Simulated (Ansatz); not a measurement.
`[CH3][GeH2][SiH2]P` + H₂Te → `[CH3][GeH2][TeH]` + `[SiH3]P`  (cleavage of the Ge–Si bond)

Computed with Ansatz on PBE0-D4/def2-TZVP structures; ΔE is electronic, products minus reactants. CBS: MP2 limit from def2 TZ/QZ plus the TZ coupled-cluster correction, frozen cores. This one scheme is used for every species. Functionals use def2-TZVPP. Elements past krypton have def2 core potentials. For Ge, Te outer-core shells are correlated without core-valence functions, which leaves a few kJ/mol of doubt a bond. Scalar relativity is left out up to krypton. Each species was taken in one conformer, which may not be the lowest.

`[CH3][GeH2][SiH2]P`:

Z-matrix (Å, degrees):
```
C
Ge 1 1.959
H 1 1.091 2 110.3
H 1 1.091 2 110.3 3 120.1
H 1 1.091 2 110.2 3 -120.0
Si 2 2.382 1 110.6 3 -58.8
H 2 1.542 1 109.6 3 -179.7
H 2 1.542 1 109.6 3 62.2
P 6 2.260 2 108.5 1 -58.8
H 6 1.490 2 109.8 1 64.6
H 6 1.488 2 110.6 1 -176.3
H 9 1.421 6 94.8 2 162.2
H 9 1.421 6 93.6 2 68.5
```

H₂Te:

```xyz
3

Te    0.585   -0.076    0.506
H    -1.066   -0.111    0.619
H     0.481    0.187   -1.125
```

`[CH3][GeH2][TeH]`:

```xyz
9

C     0.256   -0.568    1.130
Ge   -0.520   -0.261   -0.634
Te   -0.387    2.217   -1.281
H     0.162   -1.622    1.400
H    -0.261    0.040    1.872
H     1.311   -0.296    1.124
H    -2.025   -0.578   -0.650
H     0.192   -1.110   -1.703
H     1.271    2.178   -1.257
```

`[SiH3]P`:

```xyz
7

Si   -0.362    0.521    0.518
P     0.701   -1.297   -0.289
H     0.500    1.131    1.563
H    -1.633    0.070    1.143
H    -0.669    1.546   -0.514
H     1.644   -0.533   -1.029
H    -0.181   -1.439   -1.393
```

CCSD(T)/CBS gives -52.1 kJ/mol.

(1) Another level gave -47.8 kJ/mol. Which?
A. HF/def2-TZVPP
B. CCSD(T)/def2-TZVPP
C. PBE-D4/def2-TZVPP
D. B2PLYP/def2-TZVPP

Largest T1 diagnostic among the species: 0.013.

Results:

(1) B. CCSD(T)/def2-TZVPP -47.8, B2PLYP -54.6, PBE-D4 -43.6, HF/def2-TZVPP -65.4 kJ/mol.

From PBE to PBE0 (25 % exact exchange), in def2-TZVPP and without D4, ΔE moves by −3.3 kJ/mol. In def2-TZVPP, CCSD(T) changes the Hartree–Fock value by +17.6 kJ/mol (the triples alone add +1.2 kJ/mol) and MP2 by +8.8 kJ/mol. The D4 term adds +3.5 kJ/mol with B3LYP and +2.4 kJ/mol with PBE0; it sums over pairs of atoms, weighted by their polarisabilities, and B3LYP, whose exchange is more repulsive, gets the larger term.

B3LYP here is the variant with VWN-RPA as its local correlation; programs differ in this.
